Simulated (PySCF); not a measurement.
**Mg⁺: ionisation energy**

Mg⁺ [Ne] 3s1 (2S) → Mg²⁺ [Ne] (1S), as a difference of total energies. Calculation: PySCF 2.14, in aug-cc-pVDZ (5s4p2d, 27 functions); the non-relativistic Hamiltonian (point nucleus). The calculations carry no spin-orbit coupling.

```
method  ionisation energy (eV)
   UHF                  14.713
M06-2X                  15.123
  MN15                  14.732
```

For comparison: 15.035 eV (measured; NIST Atomic Spectra Database, ionization energies).
